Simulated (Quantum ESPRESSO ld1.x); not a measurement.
Question: All-electron atom: Yb+ in [Kr] 4d10 4f14 5s2 5p4 6s1 5f2 (not the ground configuration). Calculated with ld1.x of Quantum ESPRESSO 7.5: Dirac Kohn-Sham, revPBE, spin-unpolarised, spherical densities, point nucleus; open shells are shared between the two j in proportion to 2j + 1. Some entries of the table are withheld. Estimate them.

orbital,occ.,eigenvalue (hartree),<r^2> (bohr^2)
1s1/2,2,-2248.95,0.0005297
2s1/2,2,-381.572,0.008149
2p1/2,2,-363.937,0.005859
2p3/2,4,-325.454,0.007072
3s1/2,2,-86.7002,0.05357
3p1/2,2,-78.9312,0.04944
3p3/2,4,-70.7616,0.05618
3d3/2,4,-57.5686,0.04400
3d5/2,6,-55.7835,0.04586
4s1/2,2,-17.7997,(1)
4p1/2,2,-14.6585,0.2804
4p3/2,4,-12.8148,0.3181
4d3/2,4,-7.65687,0.3570
4d5/2,6,-7.32176,0.3719
5s1/2,2,-2.93016,1.579
5p1/2,1.33333,-2.05344,1.955
5p3/2,2.66667,-1.80606,2.249
4f5/2,6,-1.05983,0.7185
4f7/2,8,-1.01031,0.7490
5d3/2,0,(2),4.571
5d5/2,0,(3),4.784
6s1/2,1,-0.62112,9.723
6p1/2,0,(4),13.82
6p3/2,0,(5),15.60
5f5/2,0.857143,-0.11700,43.69
5f7/2,1.14286,-0.11667,43.97

Answer: 
(1) 4s1/2 <r^2> (bohr^2): 0.2693
(2) 5d3/2 eigenvalue (hartree): -0.68657
(3) 5d5/2 eigenvalue (hartree): -0.66398
(4) 6p1/2 eigenvalue (hartree): -0.43181
(5) 6p3/2 eigenvalue (hartree): -0.39777
